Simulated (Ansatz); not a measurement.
Gas-phase electronic energies from Ansatz, PBE0-D4/def2-TZVP geometries. CCSD(T)/CBS adds triple-zeta CCSD(T) − MP2 to the extrapolated MP2 energy (def2 sets, frozen cores). This one scheme is used for every species. DFT in def2-TZVPP. For Se outer-core shells are correlated without core-valence functions, which leaves a few kJ/mol of doubt a bond. Scalar relativity is left out up to krypton. One conformer a species, not always the lowest.

Reaction (formal exchange of groups at the Se–Si bond): `CC[Se][SiH3]` + BH₃ → `B[Se]CC` + SiH₄

```
             level  ΔE (kJ/mol)
               PBE        -61.3
     HF/def2-TZVPP        -32.2
CCSD(T)/def2-TZVPP        -53.4
      HF/CBS(def2)        -31.5
```

Problem. What does CCSD(T)/CBS give? (Estimate.)

Solution. Ansatz gave: -48.8 kJ/mol. The listed levels differ from it by -12.5, 16.6, -4.6, 17.3 kJ/mol.

Largest T1 diagnostic among the species: 0.012.

From PBE to PBE0 (25 % exact exchange), in def2-TZVPP and without D4, ΔE moves by +7.8 kJ/mol. The D4 term adds +3.2 kJ/mol with B3LYP and +1.8 kJ/mol with PBE0; it sums over pairs of atoms, weighted by their polarisabilities, and B3LYP, whose exchange is more repulsive, gets the larger term.

B3LYP here is the variant with VWN-RPA as its local correlation; programs differ in this.
